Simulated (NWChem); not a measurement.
# Si$_{3}$H$_{7}$Cl; SMILES [SiH3][SiH](Cl)[SiH3]

All runs: NWChem. Pople sets run with spherical d functions. Structure relaxed at the PBE0/def2-SVP level. Total energies compare along this basis series because the functional is fixed.

```csv
level,basis functions,energy (Ha),highest occupied level (eV),orbital gap (eV),dipole (D),relative time
PBE0/STO-3G,43,-1317.3789,-5.55,9.63,2.97,1
PBE0/3-21G,66,-1325.5382,-8.06,7.23,2.55,1
PBE0/6-31G*,86,-1332.3216,-7.84,7.03,1.87,4
PBE0/6-31+G*,102,-1332.3257,-7.92,6.95,1.84,3
PBE0/6-311G**,146,-1332.4268,-7.95,7.00,1.97,4
PBE0/6-311++G**,169,-1332.4289,-7.92,6.91,1.84,7
```

Times are rough ratios from one shared machine.
